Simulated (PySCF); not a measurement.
Compound: C2H5PSe.
SMILES: `[Se]=[PH]1CC1`

Computed, not measured: PBE0-D3(BJ)/def2-SVP geometry optimisation, gas phase in PySCF.

Masses are those of the commonest isotopes; rigid-rotor values at the optimised geometry. 

Problem. Give the principal moments of inertia and the rotational constants in GHz.

Solution. Ia = 38.62, Ib = 296.68, Ic = 299.13 u·Å²; 505379 MHz·u·Å²/I gives 13086, 1703 and 1689 MHz, that is A = 13.086, B = 1.7034, C = 1.6895 GHz.

Problem. What kind of rotor is it?

Solution. A near-prolate asymmetric top: κ = (2 × 1703 − 13086 − 1689)/(13086 − 1689) = -1.00.

Problem. Is it planar, by Δ = Ic − Ia − Ib?

Solution. Not planar: Δ = Ic − Ia − Ib = -36.17 u·Å². For a rigid frame Δ = −2 Σ m c², so Σ m c² = 18.09 u·Å² lies off the ab plane: 7.03 from hydrogen and 11.05 from heavier atoms. The atom farthest from that plane is 1.86 Å away.

Problem. Give the other two planar moments, Paa and Pbb, and the rms extents of the mass along the axes.

Solution. Paa = Σ m a² = (Ib + Ic − Ia)/2 = 278.60 and Pbb = Σ m b² = (Ia + Ic − Ib)/2 = 20.53 u·Å². With the mass M = 139.93 u, the rms extents √(P/M) along a, b and c are 1.41, 0.38, 0.36 Å.

Problem. Give the coordinates in the principal-axis frame, origin at the centre of mass.

Solution. The sense of each axis is arbitrary; atoms in the order of the calculation.
```csv
atom,mass (u),a (Å),b (Å),c (Å)
Se1,79.917,1.150,0.001,-0.083
P2,30.974,-0.850,-0.009,0.493
C3,12.000,-2.261,-0.757,-0.364
C4,12.000,-2.258,0.771,-0.339
H5,1.008,-1.205,-0.032,1.864
H6,1.008,-3.013,-1.288,0.229
H7,1.008,-2.025,-1.234,-1.320
H8,1.008,-3.009,1.286,0.267
H9,1.008,-2.017,1.277,-1.280
```

Problem. Where do the levels up to J = 5 lie, in K?

Solution. Above 0(0,0), as E/k:
J = 1: 1(0,1) 0.163, 1(1,1) 0.709, 1(1,0) 0.710
J = 2: 2(0,2) 0.489, 2(1,2) 1.034, 2(1,1) 1.036, 2(2,1) 2.675, 2(2,0) 2.675
J = 3: 3(0,3) 0.977, 3(1,3) 1.522, 3(1,2) 1.526, 3(2,2) 3.164, 3(2,1) 3.164, 3(3,1) 5.897, 3(3,0) 5.897
J = 4: 4(0,4) 1.628, 4(1,4) 2.172, 4(1,3) 2.178, 4(2,3) 3.815, 4(2,2) 3.815, 4(3,2) 6.548, 4(3,1) 6.548, 4(4,1) 10.374, 4(4,0) 10.374
J = 5: 5(0,5) 2.442, 5(1,5) 2.984, 5(1,4) 2.994, 5(2,4) 4.629, 5(2,3) 4.629, 5(3,3) 7.362, 5(3,2) 7.362, 5(4,2) 11.189, 5(4,1) 11.189, 5(5,1) 16.108, 5(5,0) 16.108

Problem. Which lines would a microwave search look for?

Solution. The dipole components are |μa| = 4.08 D, |μb| = 0.00 D, |μc| = 0.59 D; the mirror of this Cs structure is the ac plane, so μb vanishes by symmetry (the 0.01 D computed is a residue) and there are no b-type lines. The squared components, which scale the intensities, stand as 1.00 : 0.02 (a : c). Some lines, for components of 0.1 D or more:

| type | branch | J(Ka,Kc) | MHz | lower level (cm⁻¹) |
| --- | --- | --- | --- | --- |
| a | R | 1(0,1) ← 0(0,0) | 3393 | 0.000 |
| a | R | 2(1,2) ← 1(1,1) | 6772 | 0.493 |
| a | R | 2(0,2) ← 1(0,1) | 6786 | 0.113 |
| a | R | 2(1,1) ← 1(1,0) | 6800 | 0.493 |
| c | Q | 2(1,2) ← 2(0,2) | 11369 | 0.340 |
| c | Q | 1(1,1) ← 1(0,1) | 11383 | 0.113 |
| c | R | 1(1,0) ← 0(0,0) | 14790 | 0.000 |
| c | R | 2(1,1) ← 1(0,1) | 18197 | 0.113 |
| c | Q | 2(2,1) ← 2(1,1) | 34149 | 0.720 |
| c | R | 2(2,0) ← 1(1,0) | 40949 | 0.493 |
| c | R | 2(2,1) ← 1(1,1) | 40963 | 0.493 |

PBE0-D3(BJ)/def2-SVP frequencies: not computed here. No vibrational averaging or centrifugal distortion is included, and the geometry carries the error of its method.
